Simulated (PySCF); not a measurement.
Nonlinear optical response: `Cc1c(C=O)c1=O`, C₅H₄O₂

Geometry:
| atom | x (Å) | y (Å) | z (Å) |
| --- | --- | --- | --- |
| C1 | -1.396 | -0.522 | -0.357 |
| C2 | -0.233 | 0.356 | -0.170 |
| C3 | 1.094 | 0.402 | 0.099 |
| C4 | 2.239 | -0.491 | 0.382 |
| O5 | 2.116 | -1.688 | 0.430 |
| C6 | 0.413 | 1.644 | -0.115 |
| O7 | 0.384 | 2.840 | -0.193 |
| H8 | -1.122 | -1.581 | -0.261 |
| H9 | -1.842 | -0.338 | -1.347 |
| H10 | -2.170 | -0.269 | 0.385 |
| H11 | 3.220 | 0.012 | 0.544 |

Computed with quadratic response CAM-B3LYP/def2-TZVPD first hyperpolarisability, Taylor convention, gas phase (PySCF). Geometry: PBE0-D3(BJ)/def2-SVP.

(1) Give β for the processes computed.

(2) Which lowest excitations, dipole and polarisabilities go with it?

Results:

(1) In au, Taylor convention; the vector part is βᵢ = ⅓ Σⱼ (βᵢⱼⱼ + βⱼᵢⱼ + βⱼⱼᵢ); β∥ is 3/5 of the vector part along the dipole, the dipole points from − to +:
```csv
process,λ (nm),β vector norm,β∥,β HRS,depolarisation ratio
"static β(0;0,0)",∞,279.7,-8.9,116.8,4.86
"second harmonic β(−2ω;ω,ω)",1907,304.4,-10.7,126.9,4.89
"Pockels β(−ω;ω,0)",1907,287.6,-9.5,–,–
"second harmonic β(−2ω;ω,ω)",1064,374.2,-16.4,155.2,5.02
"Pockels β(−ω;ω,0)",1064,306.3,-10.9,–,–
```

(2) S1 2.95 eV (f = 0.001); S2 4.13 eV (f = 0.000); S3 5.34 eV (f = 0.198); dipole 2.47 D; isotropic α 64.7 au static, 64.9 au at 1907 nm, 65.4 au at 1064 nm, 65.6 au at 953.5 nm, 67.8 au at 532 nm.
